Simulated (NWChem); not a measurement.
A series in which one site is exchanged, each optimised at PBE0/def2-SVP with NWChem, gas phase unless a solvent is named. Some are not confirmed as minima by frequencies. def2 effective core potentials on Cd, I; no spin-orbit coupling.

A: [I][Cd][Cl] (CdICl; site = Cl)
B: [CdH][I] (CdHI; site = H)
C: [F][Cd][I] (CdIF; site = F)
D: [I][Cd][I] (CdI2; site = I)

Values for A:

orbital gap (eV), PBE0/def2-SVP: 5.61
vertical ionisation energy, ΔSCF, CAM-B3LYP/def2-SVP (eV): 10.14
static polarisability, CAM-B3LYP/def2-SVPD (bohr³): 80.5
lowest singlet excitation, CAM-B3LYP/def2-SVPD, TDA (eV): 4.47

Problem. How do these values change for the other members?

Solution. 
```json
[
 {"change from A": "orbital gap (eV), PBE0/def2-SVP", "B": "+0.81", "C": "+0.05", "D": "-0.32"},
 {"change from A": "vertical ionisation energy, ΔSCF, CAM-B3LYP/def2-SVP (eV)", "B": "-0.39", "C": "+0.14", "D": "-0.34"},
 {"change from A": "static polarisability, CAM-B3LYP/def2-SVPD (bohr³)", "B": "-11.9", "C": "-17.7", "D": "+26.2"},
 {"change from A": "lowest singlet excitation, CAM-B3LYP/def2-SVPD, TDA (eV)", "B": "+0.78", "C": "-0.02", "D": "-0.20"}
]
```
